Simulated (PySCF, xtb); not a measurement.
# Two structures of GaH2NSn

We compare I, a singlet given by its coordinates, with II, `[GaH2][N]=[Sn]`, a singlet. Both are isolated molecules in the gas phase, relaxed with PBE0-D3(BJ)/def2-SVP; the shapes shown needn't be the lowest conformers.

I (Å):

```xyz
5

Ga   -1.6347   -0.4240    0.0428
N     0.2230   -0.6686    0.5048
Sn    1.1894   -0.4806   -1.2625
H    -0.5676   -0.2271   -1.8423
H     0.6873   -0.8513    1.3927
```

Close contacts (Å): Ga1–N2 1.93, Ga1–Sn3 3.11, N2–Sn3 2.02, Ga1–H4 2.18, N2–H5 1.02, Sn3–H4 1.87.

II (Å):

| atom | x (Å) | y (Å) | z (Å) |
| --- | --- | --- | --- |
| Ga | -3.1349 | -2.0806 | 1.3322 |
| N | -2.1936 | -2.9735 | 2.6105 |
| Sn | -1.2263 | -3.8970 | 3.9255 |
| H | -3.5786 | -2.8625 | 0.0430 |
| H | -3.4670 | -0.5626 | 1.5678 |

Problem. Estimate E(II) − E(I) at the level CCSD(T)/def2-SVP + ΔMP2/def2-TZVPP.

Solution. Calculated at CCSD(T)/def2-SVP + ΔMP2/def2-TZVPP: E(II) − E(I) = +80.8 kJ/mol, so structure I lies lower.

How the difference moves with the method:

```tsv
level	geometry	E(II) − E(I) (kJ/mol)	departure from the last row (kJ/mol)	job, with rough time for the two
PBE0-D3(BJ)/def2-SVP	PBE0-D3(BJ)/def2-SVP	+110.0	+29.2	optimisation, 1.9 min
HF/def2-SVP	PBE0-D3(BJ)/def2-SVP	+96.7	+15.9	part of the CCSD(T) run
MP2/def2-SVP	PBE0-D3(BJ)/def2-SVP	+42.2	−38.6	part of the CCSD(T) run
CCSD(T)/def2-SVP	PBE0-D3(BJ)/def2-SVP	+72.7	−8.1	single point
CCSD(T)/def2-SVP + ΔMP2/def2-TZVPP	PBE0-D3(BJ)/def2-SVP	+80.8		single point, 57 s
```

None of the levels shown reverses the order. The largest departure from CCSD(T)/def2-SVP + ΔMP2/def2-TZVPP is that of MP2/def2-SVP, 38.6 kJ/mol. No reliable frequencies are at hand for I, so it isn't confirmed as a minimum. Levels run at GFN2-xTB geometries aren't shown. The last row adds to CCSD(T) the change of the MP2 difference between the two basis sets, here +8.1 kJ/mol.

The T1 diagnostic of structure II is large, so the coupled-cluster value is less sure. The correlated steps freeze 14 core orbitals; the filled d shell of Ga and Sn is correlated, in a basis made for valence electrons. Atoms past krypton carry core potentials in the def2 sets and no spin–orbit term is included. Run with PySCF 2.14.0, xtb 6.7.1; the last row on 2 threads of Intel(R) Xeon(R) Platinum 8259CL CPU @ 2.50GHz (Skylake/Cascade Lake) on a shared host.
